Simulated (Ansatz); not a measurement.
Two isomers of C3H6O2Si: A = `COC#CO[SiH3]`, B = `C=C=C(O)[SiH2]O`.

Computed with Ansatz on PBE0-D4/def2-TZVP structures; ΔE is electronic, products minus reactants. CCSD(T)/CBS is the MP2 limit (def2-TZVPP, def2-QZVPP) plus CCSD(T) − MP2 in def2-TZVPP, frozen cores. Functionals use def2-TZVPP. B3LYP here is the variant with VWN-RPA as its local correlation; programs differ in this. One conformer a species, not always the lowest.

Question: Which isomer does CCSD(T)/CBS put lower? Give the gap. (An estimate is asked.)

Answer: The calculation gave: B, by 50.3 kcal/mol.

Question: Give E(B) − E(A) in kcal/mol with PBE-D4, B3LYP-D4, ωB97M-V, CCSD/def2-TZVPP, r2SCAN-D4, HF/def2-TZVPP, B3LYP. (Best estimate.)

Answer: Ansatz gave: PBE-D4 -50.1, B3LYP-D4 -48.5, ωB97M-V -49.0, CCSD/def2-TZVPP -47.7, r2SCAN-D4 -51.4, HF/def2-TZVPP -42.2, B3LYP -47.2. None reverses the order clearly.

Largest T1 diagnostic: 0.013.

The D4 term adds −1.3 kcal/mol with B3LYP and −0.7 kcal/mol with PBE0; it sums over pairs of atoms, weighted by their polarisabilities, and B3LYP, whose exchange is more repulsive, gets the larger term. From PBE to PBE0 (25 % exact exchange), in def2-TZVPP and without D4, E(B) − E(A) moves by +0.8 kcal/mol.
